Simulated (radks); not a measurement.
Values are calculated unless marked as measured or tabulated.
Problem. Neutral holmium: order these configurations by energy. Code: a radial shooting solver on a logarithmic mesh with Libxc functionals. Model: Dirac Kohn-Sham, BLYP, spin-unpolarised, spherical densities, finite nucleus; Fermi nuclear charge, rms radius of each element as measured or else 0.836 A^(1/3) + 0.57 fm. Sub-shells are occupied by j as written (lower j first in brackets). [Xe] 4f(5/2: 5, 7/2: 5) 5d(3/2: 1, 5/2: 0) 6s2; [Xe] 4f(5/2: 5, 7/2: 5) 6s2 6p(1/2: 1, 3/2: 0); [Xe] 4f(5/2: 6, 7/2: 4) 5d(3/2: 1, 5/2: 0) 6s2; [Xe] 4f(5/2: 6, 7/2: 4) 6s2 6p(1/2: 1, 3/2: 0); [Xe] 4f(5/2: 6, 7/2: 5) 6s2.

Solution. From the lowest, in eV above it: [Xe] 4f(5/2: 6, 7/2: 5) 6s2 0.000; [Xe] 4f(5/2: 6, 7/2: 4) 5d(3/2: 1, 5/2: 0) 6s2 3.719; [Xe] 4f(5/2: 5, 7/2: 5) 5d(3/2: 1, 5/2: 0) 6s2 4.759; [Xe] 4f(5/2: 6, 7/2: 4) 6s2 6p(1/2: 1, 3/2: 0) 5.125; [Xe] 4f(5/2: 5, 7/2: 5) 6s2 6p(1/2: 1, 3/2: 0) 6.167.
